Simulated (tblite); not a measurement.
Cl4Zr, singlet, geometry from GFN2-xTB (such geometries of metal compounds can be far from the true shape); GFN1-xTB (tblite 0.6.0).

Input for tblite:
```
$ tblite run mol.xyz --method gfn1 --charge 0 --spin 0 --guess eeq --json tblite.json --no-restart

# file mol.xyz
5

Zr    -0.00000000     0.00000000     0.00000000
Cl     1.79919529    -0.56519177    -1.22978742
Cl     0.64651622     0.46587134     2.10568355
Cl    -0.98544887     1.81277582    -0.90092002
Cl    -1.46026264    -1.71345538     0.02502389
```

Q: Predict the main parts of the log of this tblite run.

A: 
```
xTB calculator
 | screened Coulomb repulsion
 | Coulomb electrostatics
 |  * isotropic Klopman-Ohno-Mataga-Nishimoto electrostatics
 |  * onsite third-order electrostatics
 | DFT-D3(BJ) dispersion correction

halogen bonding energy    0.0000000000000E+00 Eh
repulsion energy          7.6286185607763E-02 Eh
dispersion energy        -3.2776120393834E-03 Eh
number of electrons       3.2000000000000E+01 e
integral cutoff           4.0000000000000E+01 bohr

------------------------------------------------------------
  cycle        total energy    energy error   density error
------------------------------------------------------------
      1     -18.66086169241  -1.8733870E+01   4.7584724E-01
      2     -18.66844476821  -7.5830758E-03   2.6110419E-01
      3     -18.66508288597   3.3618822E-03   1.1076927E-01
      4     -18.67063034839  -5.5474624E-03   9.2664146E-03
      5     -18.67064732157  -1.6973176E-05   9.3643707E-04
      6     -18.67064861020  -1.2886301E-06   1.4397121E-04
      7     -18.67064862610  -1.5902646E-08   1.2081577E-05
------------------------------------------------------------

electronic energy        -1.8743657199667E+01 Eh
total energy             -1.8670648626099E+01 Eh

Post processing:
 | Mayer-Wiberg bond orders

[Info] JSON dump of results written to 'tblite.json'
```
